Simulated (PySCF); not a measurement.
A structure optimised at PBE0-D3(BJ)/def2-SVP, used in a PySCF frequency run:

```
C
H 1 1.1042
H 1 1.1051 2 105.28
C 1 1.5271 2 110.97 3 120.02
H 4 1.1007 1 111.84 2 -59.30
H 4 1.1012 5 107.64 1 122.64
H 4 1.1017 5 107.25 6 114.76
Si 1 1.8642 2 107.77 3 -114.83
F 8 1.6283 1 106.99 2 57.95
O 8 1.6543 9 109.49 1 -122.26
H 10 0.9615 8 117.44 9 66.01
H 8 1.4823 9 108.12 10 -114.55
```

Question: Write its SMILES and formula.

Answer: CC[SiH](O)F, C2H7FOSi

Question: What are its rotational constants (standard atomic weights)?

Answer: 6.0139, 2.6683, 2.0565 GHz
